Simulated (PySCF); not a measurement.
## Relaxation of singlet SeF₃⁻

These are results of PBE0 in PySCF with Se def2-TZVPD, F def2-TZVPD; no relativity; density-fitted integrals, not measurements. A (50,194) grid was used.

A start displaced from a saddle point along its imaginary mode, of Cs symmetry, held to at least that symmetry:

Coordinates in bohr (charge -1 multiplicity 1):
```
Se   -0.0665    0.0707    0.0000
F     3.4891   -0.3561    0.0000
F    -1.8273    3.3891    0.0000
F    -1.3820   -3.3304    0.0000
```

Optimiser trace:
| step | E − E(last) (kJ/mol) | largest gradient (Eh/bohr) |
| --- | --- | --- |
| 0 | 53.37 | 0.00679 |
| 1 | 52.04 | 0.00195 |
| 2 | 49.58 | 0.00794 |
| 3 | 43.13 | 0.00992 |
| 4 | 29.91 | 0.01261 |
| 5 | 16.68 | 0.01795 |
| 6 | 8.58 | 0.01901 |
| 7 | 1.60 | 0.01009 |
| 8 | 0.62 | 0.00533 |
| 9 | 0.22 | 0.00304 |
| 10 | 0.00 | 0.00035 |
| 11 | 0.00 | 0.00011 |

It ends at C2v with Se–F 1.771 Å, Se–F 1.916 Å (×2); F–Se–F 86.1° (×2), F–Se–F 172.1° (after a last refinement on a finer grid). A frequency run shows a minimum.
